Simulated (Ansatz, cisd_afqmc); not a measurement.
System: BeSiOH4, charge 0, singlet. BeSiOH4 (SMILES [OH][Be][SiH3]).
B3LYP-D3(BJ)/def2-TZVP minimum from Ansatz (an electronic-structure program):
```
Be
O 1 1.4036
H 2 0.9522 1 138.26
Si 1 2.1761 3 166.12 2 -179.83
H 4 1.4878 1 112.10 3 171.52
H 4 1.4880 5 106.75 1 -123.19
H 4 1.4881 5 106.72 6 -113.75
```

Atomisation energy term by term, kcal/mol (programs: Ansatz, cisd_afqmc). UHF or UKS for unpaired electrons; spin-orbit terms are left out. Correlated methods leave the cores frozen. No relativity. AFQMC/CISD: phaseless, guided by CISD from CCSD amplitudes; bars are statistical, one sigma. Outlying blocks are dropped, and bars are widened where a walk drifts. Over all cases where full CI ran beside it in this data, AFQMC minus full CI had a median of +0.1 mEh and passed +0.4 mEh in a tenth of the cases. CBS(X,Y): correlation extrapolated as X^-3, Hartree-Fock from the larger set. A bracket is a step between two methods taken in the basis named. For partners of very few electrons the exact lower level stands in for a higher one. The restricted determinant of Be ([Be], singlet) is unstable towards broken spin symmetry in at least one set run.

```
term                                     basis  kcal/mol
------------------  --------------------------  --------
Hartree-Fock                        def2-QZVPP    394.83
CCSD correlation    CBS(def2-TZVPP,def2-QZVPP)    120.03
(T)                 CBS(def2-TZVPP,def2-QZVPP)      6.92
CCSDT(Q) - CCSD(T)                  def2-TZVPP      0.31
sum: De                                            522.1
```

The step beyond CCSD(T) by other levels: AFQMC/CISD in def2-SVP 0.23 ± 0.25; CCSDT(Q) in def2-SVP 0.68 kcal/mol.
